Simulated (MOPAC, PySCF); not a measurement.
[Nb(F)3(NH2)2], neutral singlet in the gas phase. 

Cartesian coordinates (Å):
```xyz
10

Nb    -0.2334     0.0042    -0.0671
F     -1.1905    -1.5492     0.3820
F      0.5524     1.5834    -0.7144
F      0.9888    -0.1808     1.3473
N     -1.9024     1.0181     0.1769
H     -2.0128     1.9976    -0.0783
H     -2.7956     0.5906     0.4143
N      0.1315    -0.8124    -1.8201
H      0.5558    -0.3140    -2.6001
H     -0.2269    -1.7211    -2.1076
```
Charge 0, multiplicity 1.

All levels are single points at this geometry (r2SCAN-D4/def2-SVP); Pople sets use spherical d functions. Orbital energies aren't observables, and empty levels follow the basis.

B3LYP-D3(BJ)/def2-TZVP in PySCF gives gap (eV) = 4.79.

### Question
Estimate the gap (eV) from each of these levels: PBE-D3(BJ)/def2-TZVP in PySCF; TPSSh-D3(BJ)/def2-TZVP in PySCF; B3LYP/6-31G* (LANL2DZ on Nb) in PySCF; M06-2X/6-31G* (LANL2DZ on Nb) in PySCF; PBE/6-31G* (LANL2DZ on Nb) in PySCF; SVWN5/6-31G* (LANL2DZ on Nb) in PySCF; HF/6-31G* (LANL2DZ on Nb) in PySCF; PM7 in MOPAC.

### Answer

| level | gap (eV) |
|---|---|
| PBE-D3(BJ)/def2-TZVP in PySCF | 2.99 |
| TPSSh-D3(BJ)/def2-TZVP in PySCF | 4.02 |
| B3LYP/6-31G* (LANL2DZ on Nb) in PySCF | 4.42 |
| M06-2X/6-31G* (LANL2DZ on Nb) in PySCF | 7.26 |
| PBE/6-31G* (LANL2DZ on Nb) in PySCF | 2.66 |
| SVWN5/6-31G* (LANL2DZ on Nb) in PySCF | 2.65 |
| HF/6-31G* (LANL2DZ on Nb) in PySCF | 12.12 |
| PM7 in MOPAC | 9.60 |
